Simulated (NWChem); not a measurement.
System: C4H4O2; SMILES C#CCC(=O)O

NWChem input:

```
start job
memory heap 200 mb stack 900 mb global 1100 mb
geometry units angstroms noautoz
  C      0.348809    -2.537049     0.479468
  C      0.006841    -1.516110    -0.097362
  C     -0.417501    -0.318132    -0.808050
  C      0.031517     1.036664    -0.254059
  O     -0.269814     2.093985    -0.768637
  O      0.790912     0.930064     0.856179
  H      0.658405    -3.432571     0.999285
  H     -0.073019    -0.342520    -1.865166
  H     -1.526597    -0.267314    -0.871132
  H      1.012473     1.852862     1.111097
end
basis spherical
  * library def2-svp
end
dft
  xc b3pw91
  iterations 150
  mulliken
end
task dft energy
```

Excerpt of the output:

```
             Northwest Computational Chemistry Package (NWChem) 7.3.0
             --------------------------------------------------------

 C1  symmetry detected

                             Geometry "geometry" -> ""
                             -------------------------

 Output coordinates in angstroms (scale by  1.889725989 to convert to a.u.)

  No.       Tag          Charge          X              Y              Z
 ---- ---------------- ---------- -------------- -------------- --------------
    1 C                    6.0000     0.22680465     2.64737871    -0.00152397
    2 C                    6.0000    -0.28392268     1.53780819    -0.00002663
    3 C                    6.0000    -0.92371406     0.22977219     0.00189119
    4 C                    6.0000    -0.02027372    -1.00626476    -0.00000771
    5 O                    8.0000    -0.45213772    -2.14072880    -0.00185909
    6 O                    8.0000     1.29430783    -0.70204946     0.00105432
    7 H                    1.0000     0.69147784     3.62313298    -0.00274478
    8 H                    1.0000    -1.59008915     0.11673979     0.88502469
    9 H                    1.0000    -1.59478743     0.11610091    -0.87753767
   10 H                    1.0000     1.76267269    -1.56591353    -0.00030139

 Effective nuclear repulsion energy (a.u.)     203.6923407606

                                 NWChem DFT Module
                                 -----------------

 Summary of "ao basis" -> "ao basis" (spherical)
 ------------------------------------------------------------------------------
       Tag                 Description            Shells   Functions and Types
 ---------------- ------------------------------  ------  ---------------------
 C                          def2-svp                 6       14   3s2p1d
 O                          def2-svp                 6       14   3s2p1d
 H                          def2-svp                 3        5   2s1p

            General Information
            -------------------
          SCF calculation type: DFT
          Wavefunction type:  closed shell.
          No. of atoms     :    10
          No. of electrons :    44
           Alpha electrons :    22
            Beta electrons :    22
          Charge           :     0
          Spin multiplicity:     1
          Use of symmetry is: off; symmetry adaption is: off
          Maximum number of iterations: 150
          AO basis - number of functions:   104
                     number of shells:    48
          Convergence on energy requested:  1.00D-06
          Convergence on density requested:  1.00D-05
          Convergence on gradient requested:  5.00D-04

              XC Information
              --------------
                       B3PW91 Method XC Functional
                     Hartree-Fock (Exact) Exchange  0.200
                        Slater Exchange Functional  0.800 local
                    Becke 1988 Exchange Functional  0.720 non-local
                Perdew 1991 Correlation Functional  0.810 non-local
            Perdew 1991 LDA Correlation Functional  1.000 local

             Grid Information
             ----------------
          Grid used for XC integration:  medium
          Radial quadrature: Mura-Knowles
          Angular quadrature: Lebedev.
          Tag              B.-S. Rad. Rad. Pts. Rad. Cut. Ang. Pts.
          ---              ---------- --------- --------- ---------
          C                   0.70       49          12.0       434
          O                   0.60       49          14.0       434
          H                   0.35       45          13.0       434
          Grid pruning is: on
          Number of quadrature shells:   474
          Spatial weights used:  Erf1

      Superposition of Atomic Density Guess
      -------------------------------------

 Sum of atomic energies:        -301.87866589

      Non-variational initial energy
      ------------------------------

 Total energy =    -304.841669
 1-e energy   =    -813.715488
 2-e energy   =     305.181479
 HOMO         =      -0.324856
 LUMO         =       0.043137

     ---------------------------------------------
      Total Density - Mulliken Population Analysis
     ---------------------------------------------

    Atom       Charge   Shell Charges
 -----------   ------   -------------------------------------------------------
    1 C    6     6.48   1.99  0.99  0.64  1.97  0.87  0.03
    2 C    6     5.87   1.99  0.97  0.24  1.89  0.74  0.04
    3 C    6     6.05   1.99  0.95  0.09  1.98  1.02  0.03
    4 C    6     5.11   1.99  0.89  0.18  1.42  0.51  0.12
    5 O    8     8.76   1.99  1.13  0.68  3.08  1.87  0.01
    6 O    8     8.48   1.99  1.11  0.62  2.95  1.80  0.01
    7 H    1     0.87   0.62  0.22  0.03
    8 H    1     0.86   0.64  0.19  0.02
    9 H    1     0.86   0.64  0.19  0.02
   10 H    1     0.67   0.52  0.09  0.06

   convergence    iter        energy       DeltaE   RMS-Dens  Diis-err
 ---------------- ----- ----------------- --------- --------- ---------
 d= 0,ls=0.0,diis     1   -304.7154117974 -5.08D+02  2.58D-02  1.35D+00
 d= 0,ls=0.0,diis     2   -304.3826589517  3.33D-01  1.70D-02  5.01D+00
 d= 0,ls=0.0,diis     3   -304.8578539256 -4.75D-01  4.13D-03  1.77D-01
 d= 0,ls=0.0,diis     4   -304.8692703660 -1.14D-02  1.42D-03  6.64D-02
 d= 0,ls=0.0,diis     5   -304.8757191198 -6.45D-03  4.25D-04  2.22D-03
  Resetting Diis
 d= 0,ls=0.0,diis     6   -304.8758411325 -1.22D-04  1.90D-04  1.08D-03
 d= 0,ls=0.0,diis     7   -304.8759771838 -1.36D-04  6.67D-05  1.84D-05
 d= 0,ls=0.0,diis     8   -304.8759739885  3.20D-06  4.26D-05  4.74D-05
 d= 0,ls=0.0,diis     9   -304.8759789335 -4.94D-06  1.21D-05  2.86D-06
 d= 0,ls=0.0,diis    10   -304.8759792840 -3.51D-07  1.98D-06  4.08D-08

         Total DFT energy =     -304.875979283959
      One electron energy =     -817.862096698845
           Coulomb energy =      349.401938275738
    Exchange-Corr. energy =      -40.108161621438
 Nuclear repulsion energy =      203.692340760586

 Numeric. integr. density =       44.000000767177

                       DFT Final Molecular Orbital Analysis
                       ------------------------------------

 Vector   20  Occ=2.000000D+00  E=-3.088635D-01
              MO Center= -2.2D-01, -4.2D-01, -9.7D-04, r^2= 4.8D+00
   Bfn.  Coefficient  Atom+Function         Bfn.  Coefficient  Atom+Function
  ----- ------------  ---------------      ----- ------------  ---------------
    60      0.451416   5 O  px               63      0.307964   5 O  px
    31      0.284026   3 C  s                18      0.269868   2 C  px
     4      0.203955   1 C  px               21      0.177634   2 C  px
    61     -0.146026   5 O  py               74      0.137741   6 O  px
     7      0.131581   1 C  px               49      0.127011   4 C  px

 Vector   21  Occ=2.000000D+00  E=-2.811211D-01
              MO Center= -1.3D-01,  1.9D+00, -6.4D-04, r^2= 2.1D+00
   Bfn.  Coefficient  Atom+Function         Bfn.  Coefficient  Atom+Function
  ----- ------------  ---------------      ----- ------------  ---------------
     6      0.423323   1 C  pz               20      0.395532   2 C  pz
     9      0.256473   1 C  pz               23      0.236881   2 C  pz
    90     -0.130300   8 H  s                95      0.130540   9 H  s
    34     -0.120996   3 C  pz               62      0.096535   5 O  pz
    37     -0.071433   3 C  pz               65      0.071297   5 O  pz

 Vector   22  Occ=2.000000D+00  E=-2.743035D-01
              MO Center= -9.4D-02,  6.8D-01, -7.7D-04, r^2= 4.9D+00
   Bfn.  Coefficient  Atom+Function         Bfn.  Coefficient  Atom+Function
  ----- ------------  ---------------      ----- ------------  ---------------
     4      0.325579   1 C  px               60     -0.312620   5 O  px
    18      0.277803   2 C  px               63     -0.230347   5 O  px
    31     -0.207658   3 C  s                22     -0.204294   2 C  py
     7      0.180616   1 C  px               19     -0.158769   2 C  py
    61      0.146905   5 O  py                5     -0.142523   1 C  py

 Vector   23  Occ=0.000000D+00  E=-8.046802D-03
              MO Center= -2.2D-01, -1.0D+00,  5.2D-04, r^2= 2.2D+00
   Bfn.  Coefficient  Atom+Function         Bfn.  Coefficient  Atom+Function
  ----- ------------  ---------------      ----- ------------  ---------------
    48      0.569352   4 C  pz               51      0.486151   4 C  pz
    91     -0.422025   8 H  s                96      0.419937   9 H  s
    65     -0.386132   5 O  pz               62     -0.364962   5 O  pz
    37      0.262705   3 C  pz               76     -0.256516   6 O  pz
    79     -0.253161   6 O  pz               90     -0.165373   8 H  s

 Vector   24  Occ=0.000000D+00  E= 2.645931D-02
              MO Center= -2.2D-01,  1.7D+00, -8.6D-04, r^2= 3.2D+00
   Bfn.  Coefficient  Atom+Function         Bfn.  Coefficient  Atom+Function
  ----- ------------  ---------------      ----- ------------  ---------------
     7      0.605309   1 C  px               22      0.467982   2 C  py
    31      0.459690   3 C  s                96     -0.408598   9 H  s
    91     -0.405814   8 H  s                21     -0.402963   2 C  px
    18     -0.362618   2 C  px                4      0.355009   1 C  px
    45      0.308648   4 C  s                36      0.264593   3 C  py

 Vector   25  Occ=0.000000D+00  E= 3.210438D-02
              MO Center= -2.2D-01,  1.7D+00,  3.4D-04, r^2= 3.2D+00
   Bfn.  Coefficient  Atom+Function         Bfn.  Coefficient  Atom+Function
  ----- ------------  ---------------      ----- ------------  ---------------
     9      0.651099   1 C  pz               23     -0.620541   2 C  pz
    91      0.421929   8 H  s                20     -0.419429   2 C  pz
    96     -0.419018   9 H  s                 6      0.393389   1 C  pz
    37     -0.218255   3 C  pz               90      0.144176   8 H  s
    95     -0.143796   9 H  s                51      0.126054   4 C  pz

     ---------------------------------------------
      Total Density - Mulliken Population Analysis
     ---------------------------------------------

    Atom       Charge   Shell Charges
 -----------   ------   -------------------------------------------------------
    1 C    6     6.43   1.99  0.91  0.68  2.01  0.81  0.02
    2 C    6     5.76   1.99  0.91  0.19  2.04  0.60  0.03
    3 C    6     6.01   1.98  0.92  0.06  2.15  0.87  0.03
    4 C    6     5.83   1.99  0.95  0.12  1.96  0.67  0.13
    5 O    8     8.25   1.99  1.10  0.67  2.83  1.64  0.02
    6 O    8     8.18   1.99  1.10  0.62  2.87  1.60  0.01
    7 H    1     0.95   0.73  0.19  0.03
    8 H    1     0.90   0.72  0.15  0.02
    9 H    1     0.90   0.72  0.15  0.02
   10 H    1     0.80   0.67  0.07  0.07

     -------------------------------------------
      Total Density - Lowdin Population Analysis
     -------------------------------------------

    Atom       Charge   Shell Charges
 -----------   ------   -------------------------------------------------------
    1 C    6     6.07   1.97  0.63  0.36  1.82  1.25  0.05
    2 C    6     6.04   1.97  0.63  0.31  1.86  1.20  0.07
    3 C    6     6.08   1.96  0.58  0.30  1.94  1.21  0.09
    4 C    6     5.90   1.96  0.61  0.28  1.78  0.98  0.29
    5 O    8     8.19   1.97  0.93  0.65  2.69  1.91  0.03
    6 O    8     8.03   1.97  0.89  0.58  2.70  1.86  0.03
    7 H    1     0.95   0.60  0.27  0.08
    8 H    1     0.92   0.62  0.24  0.07
    9 H    1     0.92   0.62  0.24  0.07
   10 H    1     0.89   0.54  0.18  0.17

     Multipole analysis of the density
     ---------------------------------

     L   x y z        total         alpha         beta         nuclear
     -   - - -        -----         -----         ----         -------
     0   0 0 0     -0.000000    -22.000000    -22.000000     44.000000

     1   1 0 0      0.271180      0.135590      0.135590      0.000000
     1   0 1 0      0.330039      0.165020      0.165020      0.000000
     1   0 0 1      0.001470      0.000735      0.000735     -0.000000

     2   2 0 0    -22.879879    -64.306768    -64.306768    105.733658
     2   1 1 0     -2.433471     -0.645518     -0.645518     -1.142434
     2   1 0 1     -0.008550      0.004794      0.004794     -0.018137
     2   0 2 0    -26.033531   -225.216592   -225.216592    424.399653
     2   0 1 1     -0.008941      0.002529      0.002529     -0.013999
     2   0 0 2    -25.193744    -15.370555    -15.370555      5.547365
```

Level: B3PW91/def2-SVP. Structure relaxed at the PBE-D3(BJ)/def2-SVP level.
